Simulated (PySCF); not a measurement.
System (SMILES): F[SiH] (F-SiH) (closed-shell singlet).
Geometry (B3LYP-D3(BJ)/def2-TZVP, fixed):
```xyz
3

Si    -0.2468    -0.3148     0.4521
H     -0.9813    -1.2112    -0.5591
F      0.4929     0.6243    -0.6411
```
Charge 0, spin multiplicity 1.

Basis-set convergence of the mean static polarisability at HF with PySCF. All functions are spherical. Density fitting with generated auxiliary sets. In sets without p functions on hydrogen, species with hydrogen take exact integrals. No added dispersion term, no relativity. Reference: the value in aug-pcseg-3, 31.63 bohr³, itself unsure by roughly 0.2 % (its mean distance from aug-cc-pV(Q+d)Z, aug-pcseg-2, aug-cc-pV(T+d)Z). Deviations are taken from unrounded values.

| basis | functions | mean static polarisability (bohr³) |
|---|---|---|
| 6-31G* | 34 | 23.53 |
| 6-31+G* | 42 | 26.37 |
| def2-SVP | 37 | 24.47 |
| def2-SVPD | 55 | 30.20 |
| pcseg-1 | 37 | 24.71 |
| aug-pcseg-1 | 59 | 31.10 |
| cc-pV(D+d)Z | 42 | 24.69 |
| aug-cc-pV(D+d)Z | 64 | 30.98 |
| 6-311G** | 50 | 24.34 |
| 6-311+G** | 58 | 27.08 |
| def2-TZVP | 74 | 27.93 |
| def2-TZVPD | 92 | 31.35 |
| pcseg-2 | 78 | 26.82 |
| aug-pcseg-2 | 119 | 31.55 |
| cc-pV(T+d)Z | 83 | 27.90 |
| aug-cc-pV(T+d)Z | 124 | 31.54 |
| def2-TZVPP | 87 | 28.09 |
| def2-TZVPPD | 105 | 31.36 |
| cc-pV(Q+d)Z | 149 | 29.89 |
| aug-cc-pV(Q+d)Z | 215 | 31.62 |
| def2-QZVPP | 157 | 30.17 |
| def2-QZVPPD | 175 | 31.57 |
| pcseg-3 | 157 | 29.87 |
| aug-pcseg-3 | 223 | 31.63 |

What the diffuse functions change, pair by pair:
- 6-31G* to 6-31+G*: 8 more functions, deviation -25.6 to -16.7 %
- def2-SVP to def2-SVPD: 18 more functions, deviation -22.6 to -4.5 %
- pcseg-1 to aug-pcseg-1: 22 more functions, deviation -21.9 to -1.7 %
- cc-pV(D+d)Z to aug-cc-pV(D+d)Z: 22 more functions, deviation -22.0 to -2.1 %
- 6-311G** to 6-311+G**: 8 more functions, deviation -23.1 to -14.4 %
- def2-TZVP to def2-TZVPD: 18 more functions, deviation -11.7 to -0.9 %
- pcseg-2 to aug-pcseg-2: 41 more functions, deviation -15.2 to -0.3 %
- cc-pV(T+d)Z to aug-cc-pV(T+d)Z: 41 more functions, deviation -11.8 to -0.3 %
- def2-TZVPP to def2-TZVPPD: 18 more functions, deviation -11.2 to -0.9 %
- cc-pV(Q+d)Z to aug-cc-pV(Q+d)Z: 66 more functions, deviation -5.5 to 0.0 %
- def2-QZVPP to def2-QZVPPD: 18 more functions, deviation -4.6 to -0.2 %
- pcseg-3 to aug-pcseg-3: 66 more functions, deviation -5.6 to 0.0 %

Leaving out the reference's own pair, they bring the value nearer the reference by more than 0.2 % in 11 of 11 pairs.
